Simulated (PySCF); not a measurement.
C₂H₇F₂NSi, SMILES CC[Si](N)(F)F.

Coordinates come from a B3LYP-D3(BJ)/def2-SVP optimisation. Other conformers were not sampled.

Two levels are set side by side: TDA-PBE/def2-SVPD (PySCF) and TDA-ωB97X/def2-SVPD (PySCF). Vertical, same geometry. The lowest singlet is HOMO→LUMO 99 % with PBE and HOMO→LUMO 79 % with the other functional; states are paired by order. Differences are taken from unrounded values.

```
quantity                              TDA-ωB97X
------------------------------------  ---------
lowest singlet excitation (eV)             7.53
lowest triplet excitation (TDA) (eV)       7.21
```

Question: What does TDA-PBE give, and how far is it from TDA-ωB97X? (The exact figures need the calculation; the answer reports its results.)

Answer: 
| quantity | TDA-PBE | TDA-PBE minus TDA-ωB97X |
|---|---|---|
| lowest singlet excitation (eV) | 6.28 | -1.24 |
| lowest triplet excitation (TDA) (eV) | 5.99 | -1.21 |

Functionals without exact exchange tend to place singlet excitations lower, as here. Differences between two approximate levels are no errors against the true value.

Rough cost on one machine, each run with all the roots and properties that it gave: TDA-ωB97X against TDA-PBE about 6 times.
